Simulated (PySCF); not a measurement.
From results back to the method.

C₃H₃AlF₂.
SMILES with atom numbers: `[F:1][Al:2]([F:3])[C:4]1=[CH:5][CH2:6]1` (hydrogens: H7 on C5; H8, H9 on C6)

The closed-shell ground state was solved 7 times with PySCF (density fitting, gas phase), always in the pcSseg-2 basis (265 functions), with these functionals: B3LYP, CAM-B3LYP, LC-wPBE, LDA, OPBE, mPW1PW91 and wB97X-D. Geometry: PBE0-D3(BJ)/def2-SVP; no solvent, vibrations or thermal averaging.

| row | total energy (Eh) | HOMO (eV) | LUMO (eV) | dipole (D) |
| --- | --- | --- | --- | --- |
| P | -558.2466 | -6.60 | -2.38 | 2.33 |
| Q | -558.4902 | -7.55 | -1.93 | 2.51 |
| R | -558.3849 | -7.78 | -1.70 | 2.50 |
| S | -558.3561 | -9.59 | 0.07 | 2.47 |
| T | -558.1890 | -10.44 | 0.48 | 2.39 |
| U | -555.0823 | -6.81 | -2.87 | 2.58 |
| V | -558.3622 | -9.07 | -0.68 | 2.49 |

Q: Which functional belongs to which row?

A: P = OPBE, Q = B3LYP, R = mPW1PW91, S = wB97X-D, T = LC-wPBE, U = LDA, V = CAM-B3LYP. By rising HOMO–LUMO gap: LDA (LDA) 3.94 eV; OPBE (GGA) 4.22 eV; B3LYP (global hybrid, 20 % exact exchange) 5.62 eV; mPW1PW91 (global hybrid, 25 % exact exchange) 6.08 eV; CAM-B3LYP (range-separated hybrid) 8.39 eV; wB97X-D (range-separated hybrid) 9.66 eV; LC-wPBE (range-separated hybrid) 10.92 eV. Total energies of different functionals aren't bounds to one another; each is stationary for its own functional.

Conformer computed: `[F:1][Al:2]([F:3])[C:4]1=[CH:5][CH2:6]1`: F1–Al2–C4–C5 -4°.

The pairwise dispersion term of wB97X-D wasn't added to the energies; at a given geometry it leaves orbitals and properties as they are.
